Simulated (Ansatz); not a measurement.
Basis-set extrapolation for `CCNBN` (PBE0-D4/def2-TZVP geometry, frozen core, Ansatz 0.2.0). Multiplicity 1, RHF reference.

```
                      def2-TZVPP   def2-QZVPP
                 HF  -214.727746  -214.738496
    MP2 correlation    -0.880629    -0.939575
CCSD(T) correlation    -0.962333      not run
```

Energies in hartree. Use E(X) = E(∞) + A·exp(−7.88·√X) for Hartree–Fock and E(X) = E(∞) + B·X^(−2.97) for correlation, with X = 3 and 4, and add CCSD(T) minus MP2 of the smaller set to the MP2 limit.

Question: What is the CCSD(T) energy at the basis-set limit?

Answer: HF limit: -214.738496 + (-0.010750) × 0.13774 = -214.73998. MP2 limit: -0.939575 + (-0.058946) × 0.74074 = -0.98324. Higher-order term: -0.962333 − (-0.880629) = -0.08170. Total: -215.80492 hartree, 301.5 kJ/mol below CCSD(T)/def2-TZVPP.
